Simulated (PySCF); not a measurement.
## Calculated data, BH4O2Si, BH3NOSi

Calculation on a computer-drawn molecule: the log of a Hartree-Fock and frozen-core CCSD(T) single point meant for a local Hartree-Fock minimum, with one planted fault or none, to be diagnosed. Offsets are logged minus clean, where the clean run is the same molecule without the fault. The reference is restricted for singlets and unrestricted otherwise, and also for a bond in bohr or an excited solution. Adding or removing an electron swaps singlet and doublet. The excited solution moves the top pair (singlet) or top alpha electron (doublet) to the lowest empty orbital. Highest occupied and lowest empty are orbital energies over both spins, largest force is the largest gradient component, triples share is (T) over the correlation energy, the T1 limit is 0.02 restricted and 0.045 unrestricted, electrons count all cores, a negative frequency is imaginary (commonest isotopes), and the dipole is about the centre of nuclear charge. Program: PySCF 2.14.0.

Common to all runs: meant charge 1; meant multiplicity 1; meant basis cc-pV(D+d)Z; logged SCF converged yes; logged spin squared 0; logged CC converged yes; logged SCF stable within its kind yes; possible faults no fault, one electron removed, one electron added, multiplicity raised by two, geometry at a saddle point, SCF held on an excited solution, minimal basis STO-3G, one bond length entered in bohr, all coordinates scaled.

```yaml
- entry: 1
  formula: BH4O2Si
  logged_structure:
    atoms_angstrom:
      - [B, 1.4494, 2.2887, -0.1829]
      - [O, 0.7135, 1.4207, -0.0149]
      - [Si, -0.3727, 0.0696, 0.0628]
      - [O, 0.4298, -1.0813, -0.5121]
      - [H, 2.1594, 3.127, -0.3396]
      - [H, -1.3598, 0.5002, -0.7961]
      - [H, -0.6361, 0.0338, 1.4191]
      - [H, 0.8749, -1.7089, -0.0455]
  given:
    logged_electrons: 38
    logged_basis_functions: 85
    "logged_highest_occupied [eV]": -18.431
    "logged_lowest_empty [eV]": -2.3565
    "logged_largest_force [hartree/bohr]": 0.071901
    logged_T1_diagnostic: 0.014043
    logged_D1_diagnostic: 0.036944
    logged_triples_share: 0.021782
    "logged_dipole_magnitude [debye]": 4.8539
    "logged_energy_HF [hartree]": -465.52263
    "logged_energy_CCSD(T) [hartree]": -466.08092
    drawn_bonds_atom: [1, 2, 3, 1, 3, 3, 4]
    drawn_bonds_other_atom: [2, 3, 4, 5, 6, 7, 8]
    drawn_bonds_order: [1, 1, 1, 1, 1, 1, 1]
  results:
    planted_fault: "all coordinates scaled, by -5.1 %"
    "HF_energy_offset_from_clean_run [kcal/mol]": 16.63
    "CCSD(T)_energy_offset_from_clean_run [kcal/mol]": 23.5
- entry: 2
  formula: BH4O2Si
  logged_structure:
    atoms_angstrom:
      - [B, 1.5273, 2.4117, -0.1928]
      - [O, 0.7518, 1.4971, -0.0157]
      - [Si, -1.411, -1.1934, 0.139]
      - [O, -0.5654, -2.4062, -0.4668]
      - [H, 2.2755, 3.2951, -0.3578]
      - [H, -2.4512, -0.7397, -0.7661]
      - [H, -1.6886, -1.2311, 1.5682]
      - [H, -0.0963, -3.0675, 0.0248]
  given:
    logged_electrons: 38
    logged_basis_functions: 85
    "logged_highest_occupied [eV]": -17.837
    "logged_lowest_empty [eV]": -5.1841
    "logged_largest_force [hartree/bohr]": 0.038033
    logged_T1_diagnostic: 0.020544
    logged_D1_diagnostic: 0.059392
    logged_triples_share: 0.026415
    "logged_dipole_magnitude [debye]": 2.3836
    "logged_energy_HF [hartree]": -465.47612
    "logged_energy_CCSD(T) [hartree]": -466.05721
    drawn_bonds_atom: [1, 2, 3, 1, 3, 3, 4]
    drawn_bonds_other_atom: [2, 3, 4, 5, 6, 7, 8]
    drawn_bonds_order: [1, 1, 1, 1, 1, 1, 1]
  results:
    planted_fault: "one bond length entered in bohr, row 2 of the drawn bonds"
    "HF_energy_offset_from_clean_run [kcal/mol]": 45.81
    "CCSD(T)_energy_offset_from_clean_run [kcal/mol]": 38.37
- entry: 3
  formula: BH4O2Si
  logged_structure:
    atoms_angstrom:
      - [B, 1.5273, 2.4117, -0.1928]
      - [O, 0.7518, 1.4971, -0.0157]
      - [Si, -0.3927, 0.0733, 0.0662]
      - [O, 0.4529, -1.1395, -0.5396]
      - [H, 2.2755, 3.2951, -0.3578]
      - [H, -1.4329, 0.527, -0.8389]
      - [H, -0.6703, 0.0357, 1.4953]
      - [H, 0.9219, -1.8007, -0.048]
  given:
    logged_electrons: 38
    logged_basis_functions: 85
    "logged_highest_occupied [eV]": -18.147
    "logged_lowest_empty [eV]": -2.5123
    "logged_largest_force [hartree/bohr]": 1.5445e-05
    "logged_lowest_frequency [cm^-1]": 106.9
    logged_T1_diagnostic: 0.016277
    logged_D1_diagnostic: 0.043065
    logged_triples_share: 0.023933
    "logged_dipole_magnitude [debye]": 5.1213
    "logged_energy_HF [hartree]": -465.54913
    "logged_energy_CCSD(T) [hartree]": -466.11836
    drawn_bonds_atom: [1, 2, 3, 1, 3, 3, 4]
    drawn_bonds_other_atom: [2, 3, 4, 5, 6, 7, 8]
    drawn_bonds_order: [1, 1, 1, 1, 1, 1, 1]
  results:
    planted_fault: "no fault"
    "HF_energy_offset_from_clean_run [kcal/mol]": 0.0
    "CCSD(T)_energy_offset_from_clean_run [kcal/mol]": 0.0
- entry: 4
  formula: BH3NOSi
  logged_structure:
    atoms_angstrom:
      - [B, -0.8852, 3.7471, -0.8651]
      - [O, -0.3612, 2.9837, 0.0958]
      - [Si, 0.5042, 1.592, 1.2066]
      - ["N", 1.1024, 0.225, 0.5195]
      - [H, -1.3913, 4.4884, -1.7805]
      - [H, 0.3744, 2.2474, 2.6436]
      - [H, 1.4139, -0.5742, -0.149]
  given:
    logged_electrons: 36
    logged_basis_functions: 80
    "logged_highest_occupied [eV]": -14.742
    "logged_lowest_empty [eV]": -3.3728
    "logged_largest_force [hartree/bohr]": 0.081945
    logged_T1_diagnostic: 0.029072
    logged_D1_diagnostic: 0.072198
    logged_triples_share: 0.041006
    "logged_dipole_magnitude [debye]": 6.8365
    "logged_energy_HF [hartree]": -444.3793
    "logged_energy_CCSD(T) [hartree]": -444.95589
    drawn_bonds_atom: [1, 2, 3, 1, 3, 4]
    drawn_bonds_other_atom: [2, 3, 4, 5, 6, 7]
    drawn_bonds_order: [1, 1, 2, 1, 1, 1]
  results:
    planted_fault: "all coordinates scaled, by +9.6 %"
    "HF_energy_offset_from_clean_run [kcal/mol]": 42.4
    "CCSD(T)_energy_offset_from_clean_run [kcal/mol]": 21.58
  notes: ["T1 above single-reference limit"]
- entry: 5
  formula: BH3NOSi
  logged_structure:
    atoms_angstrom:
      - [B, -0.8077, 3.4189, -0.7894]
      - [O, -0.3296, 2.7224, 0.0874]
      - [Si, 0.46, 1.4526, 1.1009]
      - ["N", 1.0059, 0.2053, 0.474]
      - [H, -1.2695, 4.0953, -1.6245]
      - [H, 0.3416, 2.0506, 2.412]
      - [H, 1.2901, -0.5239, -0.1359]
  given:
    logged_electrons: 36
    logged_basis_functions: 80
    "logged_highest_occupied [eV]": -15.615
    "logged_lowest_empty [eV]": -3.2058
    "logged_largest_force [hartree/bohr]": 3.6999e-05
    "logged_lowest_frequency [cm^-1]": 95.725
    logged_T1_diagnostic: 0.021363
    logged_D1_diagnostic: 0.057226
    logged_triples_share: 0.032273
    "logged_dipole_magnitude [debye]": 6.6391
    "logged_energy_HF [hartree]": -444.44686
    "logged_energy_CCSD(T) [hartree]": -444.99028
    drawn_bonds_atom: [1, 2, 3, 1, 3, 4]
    drawn_bonds_other_atom: [2, 3, 4, 5, 6, 7]
    drawn_bonds_order: [1, 1, 2, 1, 1, 1]
  results: {}
  notes: ["T1 above single-reference limit"]
```

Questions
1. Give the missing planted fault for BH3NOSi (entry 5).

Calculated values
1. no fault

Further results for BH3NOSi (entry 5):

* HF energy offset from clean run: 0 kcal/mol
* CCSD(T) energy offset from clean run: 0 kcal/mol
